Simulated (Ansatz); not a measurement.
Reaction (ligand exchange at the Si–C bond): `N[SiH](F)C[SiH3]` + `N[SiH2]S` → `N[SiH2]S[SiH](N)F` + `C[SiH3]`

Program: Ansatz. Geometries: PBE0-D4/def2-TZVP. ΔE: electronic, gas phase. CCSD(T)/CBS is the MP2 limit (def2-TZVPP, def2-QZVPP) plus CCSD(T) − MP2 in def2-TZVPP, frozen cores. This one scheme is used for every species. Functionals use def2-TZVPP. Each species was taken in one conformer, which may not be the lowest.

`N[SiH](F)C[SiH3]`:

```xyz
13

N    -0.590   -1.044   -1.510
Si   -1.260   -0.439   -0.070
F    -2.732    0.179   -0.258
C    -0.171    0.903    0.601
Si    1.640    0.434    0.709
H    -0.170   -0.442   -2.199
H    -0.913   -1.905   -1.920
H    -1.432   -1.577    0.861
H    -0.537    1.177    1.596
H    -0.271    1.797   -0.024
H     1.801   -0.900    1.346
H     2.240    0.387   -0.650
H     2.395    1.430    1.517
```

`N[SiH2]S`:

Z-matrix (Å, degrees):
```
Si
S 1 2.151
N 1 1.706 2 111.5
H 1 1.484 2 111.6 3 -117.8
H 1 1.485 2 105.8 3 122.4
H 2 1.343 1 94.3 3 -148.1
H 3 1.006 1 122.1 2 53.2
H 3 1.006 1 120.4 2 -98.6
```

`N[SiH2]S[SiH](N)F`:

```xyz
13

N    -1.080    1.467   -0.827
Si    0.515    1.628   -0.242
S     1.867   -0.031   -0.602
Si    0.557   -1.598   -0.093
N    -0.368   -1.147    1.270
F    -0.528   -1.911   -1.227
H    -1.671    0.788   -0.370
H    -1.236    1.457   -1.824
H     0.455    1.861    1.220
H     1.179    2.755   -0.936
H     1.365   -2.834    0.008
H    -1.140   -1.726    1.567
H     0.085   -0.709    2.056
```

`C[SiH3]`:

Cartesian coordinates in Å:
```
C 0.452 0.212 0.852
Si -0.405 -0.190 -0.762
H -0.263 0.586 1.588
H 1.218 0.977 0.704
H 0.934 -0.676 1.267
H -1.449 -1.230 -0.558
H 0.571 -0.701 -1.763
H -1.058 1.022 -1.327
```

Task: Is it downhill or uphill in electronic energy at CCSD(T)/CBS, and by how much? (Estimate.)

Result: Ansatz gave: Downhill: ΔE = -15.5 kcal/mol.

Task: What do these levels give: PBE-D4, r2SCAN-D4, PBE0-D4, B2PLYP, HF/CBS(def2), MP2/CBS(def2)? (Best estimate.)

Result: Computed: PBE-D4 -16.8, r2SCAN-D4 -17.0, PBE0-D4 -16.6, B2PLYP -15.3, HF/CBS(def2) -13.9, MP2/CBS(def2) -16.7 kcal/mol.

Largest T1 diagnostic among the species: 0.011.

In def2-TZVPP, CCSD(T) changes the Hartree–Fock value by −1.1 kcal/mol (the triples alone add −0.6 kcal/mol) and MP2 by −2.3 kcal/mol. The D4 term adds −1.9 kcal/mol with B3LYP and −1.0 kcal/mol with PBE0; it sums over pairs of atoms, weighted by their polarisabilities, and B3LYP, whose exchange is more repulsive, gets the larger term.

B3LYP here is the variant with VWN-RPA as its local correlation; programs differ in this.
